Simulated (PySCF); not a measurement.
A calculated (B2PLYP, PySCF 2.14, x2c-TZVPPall with one added diffuse shell each of s, p, d, f type, the spin-free X2C one-electron Hamiltonian (Gaussian nucleus)) atom or ion has these occupied shells.

| shell | electrons | orbital energy (eV) | rms radius, mean of both spins (bohr) |
| --- | --- | --- | --- |
| 1s α | 1 | -29197.6 | 0.0333 |
| 1s β | 1 | -29197.5 | 0.0333 |
| 2s α | 1 | -4483.0 | 0.136 |
| 2s β | 1 | -4482.9 | 0.136 |
| 2p α | 3 | -4026.6 | 0.121 |
| 2p β | 3 | -4026.6 | 0.121 |
| 3s α | 1 | -910.37 | 0.362 |
| 3s β | 1 | -910.22 | 0.362 |
| 3p α | 3 | -758.91 | 0.363 |
| 3p β | 3 | -758.84 | 0.363 |
| 3d α | 5 | -524.76 | 0.342 |
| 3d β | 5 | -524.73 | 0.342 |
| 4s α | 1 | -177.43 | 0.872 |
| 4s β | 1 | -177.10 | 0.872 |
| 4p α | 3 | -130.24 | 0.947 |
| 4p β | 3 | -130.08 | 0.947 |
| 4d α | 5 | -60.518 | 1.17 |
| 4d β | 5 | -60.268 | 1.17 |
| 5s α | 1 | -38.303 | 2.28 |

Task: Name the element and its charge.

Result: Sn(3+) (tin, charge +3), in [Kr] 4d10 5s1, 2S determinant.
